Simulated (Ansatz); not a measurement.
One change: `[CH3][GeH2][CH](F)F` becomes `F[CH](F)[InH2]`.

Ansatz, PBE0-D4/def2-TZVP geometries, multiplicity 1. Each molecule was computed in one conformer, which needn't be the lowest.

Elements past krypton have def2 core potentials. Scalar relativity is left out up to krypton.

| property | `[CH3][GeH2][CH](F)F` |
| --- | --- |
| LUMO energy (ωB97M-V/def2-TZVPP) / eV | 2.21 |
| HOMO–LUMO gap (PBE0/def2-TZVPP) / eV | 8.93 |
| HOMO energy (PBE0/def2-TZVPP) / eV | -8.25 |
| size of the dipole moment (PBE/def2-TZVPP) / D | 2.19 |
| size of the dipole moment (B3LYP/def2-TZVPP) / D | 2.39 |
| HOMO–LUMO gap (ωB97M-V/def2-TZVPP) / eV | 12.73 |

Q: Give the same properties after the change, and the shifts. (An estimate is asked.)

A: Computed: 
| property | `F[CH](F)[InH2]` | shift |
| --- | --- | --- |
| LUMO energy (ωB97M-V/def2-TZVPP) / eV | -0.58 | -2.79 |
| HOMO–LUMO gap (PBE0/def2-TZVPP) / eV | 5.35 | -3.58 |
| HOMO energy (PBE0/def2-TZVPP) / eV | -7.43 | 0.82 |
| size of the dipole moment (PBE/def2-TZVPP) / D | 1.69 | -0.50 |
| size of the dipole moment (B3LYP/def2-TZVPP) / D | 1.96 | -0.43 |
| HOMO–LUMO gap (ωB97M-V/def2-TZVPP) / eV | 9.07 | -3.66 |

With PBE0 the HOMO rises by 0.82 eV and the LUMO falls by 2.76 eV, so the gap narrows by about 3.58 eV. PBE moves the HOMO by 0.68 eV and ωB97M-V by 0.87 eV. Dipoles are sizes alone; their direction can turn.

B3LYP here is the variant with VWN-RPA as its local correlation; programs differ in this.
